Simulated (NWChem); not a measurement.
Species: SiHSCl$_{3}$; SMILES S[Si](Cl)(Cl)Cl

```xyz
6

S      0.9827     1.8762    -0.0514
Si     0.0038     0.0024     0.0004
Cl     0.5434    -1.1082     1.6340
Cl    -1.9947     0.4094     0.0808
Cl     0.4051    -1.1290    -1.6585
H      2.2180     1.3260    -0.0901
```
Atoms are numbered in this order, from 1.

All runs: NWChem. STO-3G and 3-21G are far too small for this property and stand as cheap habits. Coordinates come from a PBE0/def2-SVP optimisation. Field at 589 nm.

For level B3LYP/STO-3G:

| Item | Value |
|---|---|
| isotropic polarisability (bohr³) | 32.7 |

Problem. Estimate the same quantities for level B3LYP/def2-SVP.

Solution. 
| Item | Result |
|---|---|
| isotropic polarisability (bohr³) | 61.6 |
